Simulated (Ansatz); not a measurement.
C₅H₉O₂, charge +1, singlet, geometry from GFN2-xTB; PBE0/pcseg-1 (Ansatz, a first-principles code).

Input for Ansatz:
Ansatz 0.2 input:
```yaml
crystal:
  periodic: [false, false, false]
  atoms:
    - {symbol: C, position_ang: [-2.48553592, 0.48909195, 0.71341583]}
    - {symbol: C, position_ang: [-1.22323691, 0.15553164, 0.01904527]}
    - {symbol: O, position_ang: [-1.25536073, -0.16408523, -1.24201655]}
    - {symbol: C, position_ang: [-0.00559831, 0.17735760, 0.69281024]}
    - {symbol: C, position_ang: [1.22217629, -0.12344282, 0.11028633]}
    - {symbol: C, position_ang: [2.47256752, -0.07506497, 0.89831110]}
    - {symbol: O, position_ang: [1.27456341, -0.44971797, -1.14834985]}
    - {symbol: H, position_ang: [-2.32769863, 0.74201702, 1.75626026]}
    - {symbol: H, position_ang: [-3.17634971, -0.35487903, 0.65755391]}
    - {symbol: H, position_ang: [-2.97374805, 1.33074930, 0.21759676]}
    - {symbol: H, position_ang: [-2.14528276, -0.15517639, -1.63306037]}
    - {symbol: H, position_ang: [-0.01394516, 0.44488625, 1.73503409]}
    - {symbol: H, position_ang: [3.14866694, 0.67142209, 0.47551487]}
    - {symbol: H, position_ang: [2.29381265, 0.16938546, 1.93981243]}
    - {symbol: H, position_ang: [2.98862140, -1.03573483, 0.84440969]}
    - {symbol: H, position_ang: [2.17006599, -0.64308475, -1.47340301]}
basis:
  gaussian:
    orbitals: pcseg-1.json
    point_charges:
      - {charge: -1.0, position_ang: [2.2746, -5.3757, -1.7251]}
hamiltonian:
  xc: pbe0
total_charge: 1
```
The basis file holds pcseg-1 in the JSON format of the Basis Set Exchange.

Output, abridged:

```
Functional definition: PBE0
1607 factors; their error is unknown
mean field evaluation 1: about -9393.6166 eV, gradient 8.4e1 eV
mean field evaluation 2: about -9391.4039 eV, gradient 9.2e1 eV
mean field evaluation 4: about -9408.5727 eV, gradient 2.8e0 eV
mean field evaluation 8: about -9408.5855 eV, gradient 5.7e-2 eV
mean field evaluation 16: about -9408.5451 eV, gradient 2.3e-4 eV
mean field -9408.54514049 eV, -345.7576565721 hartree, gradient 3.2e-5 eV, S^2 0.000000; 0 other end points of the search recorded, 0 dependent functions left out
reference -9408.54517209 eV, -345.7576577332 hartree; 27, 27 occupied and 116, 116 virtual orbitals, 1607 factors
Total energy: -9408.54517209 eV, -345.7576577332 hartree
```
